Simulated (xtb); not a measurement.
FIn, triplet, at a GFN2-xTB geometry (such geometries of metal compounds can be far from the true shape) (the spin is typed, not shown lowest). Base run: GFN2-xTB (xtb).

Here is a job for xtb.
```
$ xtb mol.xyz --gfn 2 --uhf 2 --json

# file mol.xyz
2

In    -0.00000000    -0.00000000    -0.34490450
F      0.00000000     0.00000000     1.87781337
```

The base run was repeated with changes; each row names its change, and settings that it needs were set with it.

```
change               ΔE vs base (kcal/mol)  dipole (D)  SCF cycles
-------------------  ---------------------  ----------  ----------
base                                 0.000        1.67          13
acc = 0.1                            0.000        1.67          14
etemp = 10000                       -59.67        0.89          11
alpb = acetonitrile                  -5.40        1.79          12
file = coord                         0.000        1.67          13
acc = 1000                           0.004        1.67           7
acc = 0.0001                         0.000        1.67          16
etemp = 5000                        -23.24        1.19          12
```

ALPB and GBSA are two models with their own fitted parameters for each solvent, which aren't always the measured dielectric constant.
